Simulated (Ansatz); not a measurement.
Compare A (`FB1NCO1`) with its isomer B (`FC1NBO1`).

Computed with Ansatz on PBE0-D4/def2-TZVP structures; ΔE is electronic, products minus reactants. CCSD(T)/CBS adds triple-zeta CCSD(T) − MP2 to the extrapolated MP2 energy (def2 sets, frozen cores). DFT in def2-TZVPP. B3LYP here is the variant with VWN-RPA as its local correlation; programs differ in this.

Task: Which isomer does CCSD(T)/CBS put lower? Give the gap. (An estimate is asked.)

Result: Computed: A, by 38.8 kcal/mol.

Task: Give E(B) − E(A) in kcal/mol with B2PLYP, B3LYP-D4, PBE-D4, BLYP-D4, CCSD/def2-TZVPP, PBE0-D4, LDA (SPW92). (Best estimate.)

Result: Computed: B2PLYP 38.7, B3LYP-D4 38.1, PBE-D4 36.4, BLYP-D4 37.3, CCSD/def2-TZVPP 39.1, PBE0-D4 37.4, LDA (SPW92) 36.1. None reverses the order clearly.

Task: Does the order hold for the free energy at 298.15 K (harmonic terms from PBE0-D4)? (Estimate.)

Result: Computed: Yes: G(B) − G(A) = +37.8 kcal/mol.

Largest T1 diagnostic: 0.014.

From r2SCAN to r2SCAN0 (25 % exact exchange), in def2-TZVPP and without D4, E(B) − E(A) moves by +0.8 kcal/mol. Leaving LDA and LC-ωPBE aside and taking each functional with its dispersion term where it has one, the values, not all of them listed here, spread over 2.7 kcal/mol, from revPBE-D4 to BHLYP-D4.
